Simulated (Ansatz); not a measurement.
Ansatz results at the PBE0-D4/def2-TZVP geometry: HOMO–LUMO gap (PBE0/def2-TZVPP) 8.80 eV; HOMO energy (PBE/def2-TZVPP) -7.18 eV; LUMO energy (PBE/def2-TZVPP) -0.69 eV.

Each molecule was computed in one conformer, which needn't be the lowest.

Question: Which molecule gave them?
A. `OB([SiH3])CF`
B. `B/C=C(/B)N`
C. `B[SiH](F)OC`
D. `FBOC[SiH3]`

Answer: D. The others give `OB([SiH3])CF`: 6.80, -6.57, -2.02; `B[SiH](F)OC`: 5.74, -6.99, -3.63; `B/C=C(/B)N`: 4.13, -5.82, -3.51.
